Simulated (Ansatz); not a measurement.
Relaxation of CHBOS (5 atoms, charge 0, multiplicity 1), to a largest force component of 0.015 eV/Å in at most 40 steps.

Computed with Ansatz, RKS B3LYP-D4/6-31G*.

```xyz
5
Properties=species:S:1:pos:R:3:forces:R:3
B 0.760 -1.694 1.321 3.32 -3.93 1.63
C -0.067 -0.744 0.883 -4.98 4.69 -3.08
S -0.989 -0.135 -0.364 1.87 -0.96 1.92
O 0.040 0.903 -1.190 -0.36 -0.17 -1.00
H 0.256 1.671 -0.651 0.14 0.37 0.53
```

Problem. Where does it end, and by what steps?

Solution. The run converged. After 7 steps the energy has fallen by 0.740 eV; O4 moved furthest, 0.38 Å.

| step | energy less start (eV) | largest force component (eV/Å) | accepted |
| --- | --- | --- | --- |
| 0 | 0.0000 | 4.979 | yes |
| 1 | -0.4221 | 2.706 | yes |
| 2 | -0.5611 | 2.270 | yes |
| 3 | -0.6837 | 1.434 | yes |
| 4 | -0.7385 | 0.152 | yes |
| 5 | -0.7387 | 0.069 | yes |
| 6 | -0.7398 | 0.037 | yes |
| 7 | -0.7399 | 0.011 | yes |

```xyz
5
Properties=species:S:1:pos:R:3
B 0.840 -1.620 1.429
C -0.188 -0.719 0.820
S -0.918 -0.249 -0.472
O -0.247 1.157 -1.165
H 0.512 1.431 -0.612
```

Whether the end is a true minimum wasn't checked by a vibrational analysis.

Time of the run: 12 s on 1 thread of Intel(R) Xeon(R) 6975P-C (Granite Rapids), on a shared host, peak memory 0.18 GiB.
